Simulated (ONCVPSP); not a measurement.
**Logarithmic derivatives: iron, ONCV**

iron (Fe), optimised norm-conserving Vanderbilt (ONCV), made with ONCVPSP 4.0.1 (BLYP, scalar-relativistic). Core [Ne], reference 3s2 3p6 3d6 4s2. Waves: 3s+4s: rc 1.45 bohr, ncon 3, nbas 6, qcut 7.9 1/bohr, 2 projectors; 3p: rc 1.15 bohr, ncon 4, nbas 9, qcut 11.6 1/bohr, 2 projectors, debl 0.9 Ha; 3d: rc 1.35 bohr, ncon 4, nbas 8, qcut 13.8 1/bohr, 1 projector. Local part: polynomial inside 1.15 bohr (lpopt 4, dvloc0 6 Ha). Core correction: Teter function, fcfact 4.75, rcfact 1.3.

In the p channel the program set the typed energies aside and used -2.199, 0.250 Ha.

The phase is arctan(r·R′/R) of the radial function R(r), unwrapped; energies in Ha, scanned from -5 to 5 Ha. A pole is an energy at which the radial function vanishes at the test radius. The pseudo phase is shifted by a multiple of π to meet the all-electron one at the reference energy, and phase errors are pseudo minus all-electron; the curves can meet again beyond the range given. Levels narrower than the energy grid can be missing from the lists of poles.

```json
{"channel": "s", "radius (bohr)": "1.47", "reference energy (Ha)": "-0.19", "poles, all-electron": "-3.09", "poles, pseudo": "-3.09", "unbroken range about the reference energy with phases within 0.05 rad": "the whole range", "phase error 1 Ha above the reference energy (rad)": "-0.001"}
{"channel": "p", "radius (bohr)": "1.17", "reference energy (Ha)": "-2.20", "poles, all-electron": "-0.57", "poles, pseudo": "-0.57", "unbroken range about the reference energy with phases within 0.05 rad": "the whole range", "phase error 1 Ha above the reference energy (rad)": "-0.000"}
{"channel": "d", "radius (bohr)": "1.37", "reference energy (Ha)": "-0.27", "poles, all-electron": "0.64", "poles, pseudo": "0.68", "unbroken range about the reference energy with phases within 0.05 rad": "below 1.8", "phase error 1 Ha above the reference energy (rad)": "+0.013"}
```

Phases in the d channel:

```
E (Ha)  all-electron  pseudo
 -4.96         1.264   1.267
 -4.72         1.254   1.256
 -4.48         1.242   1.245
 -4.24         1.228   1.232
 -4.00         1.213   1.217
 -3.76         1.196   1.200
 -3.52         1.177   1.181
 -3.28         1.154   1.159
 -3.04         1.127   1.133
 -2.80         1.094   1.101
 -2.56         1.054   1.062
 -2.32         1.003   1.013
 -2.08         0.937   0.948
 -1.84         0.846   0.860
 -1.60         0.717   0.734
 -1.36         0.522   0.542
 -1.12         0.222   0.244
 -0.88        -0.197  -0.181
 -0.64        -0.639  -0.633
 -0.40        -0.978  -0.977
 -0.16        -1.203  -1.203
  0.08        -1.355  -1.352
  0.32        -1.463  -1.457
  0.56        -1.546  -1.536
  0.80        -1.614  -1.600
  1.04        -1.674  -1.654
  1.28        -1.730  -1.702
  1.52        -1.785  -1.748
  1.76        -1.842  -1.793
  2.00        -1.904  -1.839
  2.24        -1.976  -1.887
  2.48        -2.063  -1.940
  2.72        -2.171  -2.001
  2.96        -2.313  -2.072
  3.20        -2.504  -2.158
  3.44        -2.756  -2.264
  3.68        -3.064  -2.398
  3.92        -3.386  -2.568
  4.16        -3.668  -2.779
  4.40        -3.885  -3.026
  4.64        -4.045  -3.286
  4.88        -4.164  -3.529
```
